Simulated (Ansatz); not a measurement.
Consider the redistribution: `[CH3][GeH2][AlH][C]#N` + `C[SiH](Cl)[GeH3]` → `[CH3][GeH2][AlH][Cl]` + `C[SiH]([GeH3])C#N`.

Computed with Ansatz on PBE0-D4/def2-TZVP structures; ΔE is electronic, products minus reactants. CCSD(T)/CBS adds triple-zeta CCSD(T) − MP2 to the extrapolated MP2 energy (def2 sets, frozen cores). For Ge outer-core shells are correlated without core-valence functions, which leaves a few kJ/mol of doubt a bond. Scalar relativity is left out up to krypton. One conformer a species, not always the lowest.

```tsv
level	ΔE (kJ/mol)
CCSD/def2-TZVPP	-43.3
CCSD(T)/def2-TZVPP	-43.4
```

(1) What does CCSD(T)/CBS give? (Estimate.)

Largest T1 diagnostic among the species: 0.012.

Results:

(1) Computed: -42.6 kJ/mol. The listed levels differ from it by -0.7, -0.8 kJ/mol.
